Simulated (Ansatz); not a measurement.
Basis sets compared for `FC(F)(F)/C=C/c1ccc(/C=C/c2ccc(/C=C/c3ccc(C(F)(F)F)cc3)cc2)cc1`. The state is a singlet with charge 0. Geometry PBE-D4/def2-SVP. Ansatz on 2 threads of AMD EPYC 7R13 on a shared host and a share (18 GiB) of an NVIDIA H100 80GB HBM3; times are rough, and most runs start from earlier orbitals.

Cartesian coordinates in Å:
```
F -4.8903 -7.2230 -7.5591
C -5.6315 -6.5858 -6.6152
F -6.1363 -7.5332 -5.7906
F -6.6788 -6.0145 -7.2660
C -4.8190 -5.5572 -5.8961
C -4.6194 -5.5804 -4.5592
C -3.8472 -4.6286 -3.7631
C -3.7496 -4.8198 -2.3650
C -3.0222 -3.9386 -1.5634
C -2.3538 -2.8184 -2.1168
C -1.6054 -1.9306 -1.2360
C -0.9010 -0.8199 -1.5996
C -0.1465 0.0635 -0.7209
C -0.0506 -0.1215 0.6853
C 0.6867 0.7468 1.4816
C 1.3767 1.8577 0.9247
C 2.1678 2.7926 1.7147
C 2.4007 2.7377 3.0569
C 3.1984 3.6735 3.8455
C 3.8090 4.8325 3.3012
C 4.5654 5.6910 4.0990
C 4.7371 5.4198 5.4705
C 5.6063 6.3177 6.3143
F 5.2442 6.2910 7.6195
F 6.9108 5.9424 6.2583
F 5.5504 7.6066 5.8988
C 4.1354 4.2818 6.0330
C 3.3777 3.4255 5.2294
C 1.2771 2.0453 -0.4758
C 0.5382 1.1733 -1.2752
C -2.4551 -2.6284 -3.5223
C -3.1797 -3.5071 -4.3203
H -4.3983 -4.7789 -6.5508
H -5.0884 -6.4027 -3.9937
H -4.2589 -5.6818 -1.9064
H -2.9619 -4.1123 -0.4774
H -1.6253 -2.2179 -0.1709
H -0.8742 -0.5373 -2.6660
H -0.5688 -0.9670 1.1605
H 0.7299 0.5657 2.5653
H 2.6187 3.6154 1.1339
H 1.9632 1.9071 3.6363
H 3.6835 5.0698 2.2347
H 5.0242 6.5896 3.6619
H 4.2579 4.0742 7.1058
H 2.9072 2.5363 5.6772
H 1.7988 2.8983 -0.9374
H 0.4823 1.3449 -2.3614
H -1.9526 -1.7722 -3.9957
H -3.2323 -3.3226 -5.4038
```

Single mean-field runs in def2-SVP, def2-TZVP are fitted with def2-universal-jkfit.

Binding counts from free atoms (F doublet, C triplet, H doublet) in the same basis, without a counterpoise term.

| level | functions | energy (Eh) | HOMO (eV) | LUMO (eV) | binding per atom (eV) | wall time |
| --- | --- | --- | --- | --- | --- | --- |
| PBE-D4/def2-SVP | 538 | -1597.7412 | -5.19 | -3.23 | 5.44 | 8 s |
| PBE0-D4/def2-SVP | 538 | -1597.8143 | -5.98 | -2.65 | 5.30 | 6.5 s |

(1) Estimate the rows for PBE-D4/def2-TZVP, PBE0-D4/def2-TZVP (with forces).

## Answers

(1) 
```json
{"level": "PBE-D4/def2-TZVP", "functions": "1100", "energy (Eh)": "-1599.5141", "HOMO (eV)": "-5.27", "LUMO (eV)": "-3.34", "binding per atom (eV)": "5.34", "wall time": "10 s"}
{"level": "PBE0-D4/def2-TZVP (with forces)", "functions": "1100", "energy (Eh)": "-1599.5763", "HOMO (eV)": "-5.99", "LUMO (eV)": "-2.71", "binding per atom (eV)": "5.20", "wall time": "16 s"}
```
